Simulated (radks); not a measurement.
The numbers below are computed, except where a source is named.
Q: The mean radii <r> (bohr) of the occupied orbitals of an atom or ion are listed with their occupations. Level of theory: scalar-relativistic Kohn-Sham, BLYP, spin-polarised, spherical densities, finite nucleus; Fermi nuclear charge, rms radius of each element as measured or else 0.836 A^(1/3) + 0.57 fm (a radial shooting solver on a logarithmic mesh with Libxc functionals).

orbital  occ.      <r>
1s down     1  0.03517
1s up       1  0.03517
2s up       1   0.1537
2s down     1   0.1537
2p up       3   0.1339
2p down     3   0.1339
3s up       1   0.4291
3s down     1   0.4291
3p up       3   0.4308
3p down     3   0.4307
3d up       5   0.4155
3d down     5   0.4153
4s up       1    1.110
4s down     1    1.104
4p up       3    1.242
4p down     3    1.236
4d up       5    1.873

Name the element and its charge. Open shells, if any, are filled with parallel spins first.

A: Z = 42, molybdenum, charge +1: Mo+ in [Kr] 4d5. The 1s radius gives Z: for a bare nucleus <r> = (2 gamma + 1)/(2Z) with gamma = sqrt(1 - (Z/c)^2), 0.03457 bohr for Z = 42, and screening makes it slightly larger (0.03517 here). The occupations add up to 41, and the charge is Z minus that.
